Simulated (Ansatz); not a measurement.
`N=CNBCl` at its PBE0-D4/def2-TZVP geometry, where that method's forces vanish. Total charge 0; spin multiplicity 1.

```xyz
9

N    -0.5505   -1.2512   -1.0200
C     0.3164   -0.3413   -0.9225
N     0.4128    0.5180    0.1661
B    -0.3265    0.6410    1.3622
Cl   -1.6780   -0.3644    1.8008
H    -0.4329   -1.7529   -1.8951
H     1.0819   -0.1304   -1.6784
H     1.1657    1.1813    0.0695
H     0.0110    1.5000    2.1175
```

What forces (eV/Å) does B3LYP-D4/def2-TZVPP give on these atoms in Ansatz 0.2.0? (An estimate is asked.)

Ansatz gave: 
```
N1  -0.087 -0.153 -0.096
C2   0.156  0.033 -0.169
N3   0.080  0.154  0.107
B4   0.134  0.215  0.122
Cl5 -0.166 -0.112  0.070
H6  -0.036 -0.026  0.012
H7  -0.050 -0.019  0.042
H8   0.004  0.001 -0.004
H9  -0.034 -0.091 -0.083
```

B3LYP here is the variant with VWN-RPA as its local correlation; programs differ in this.
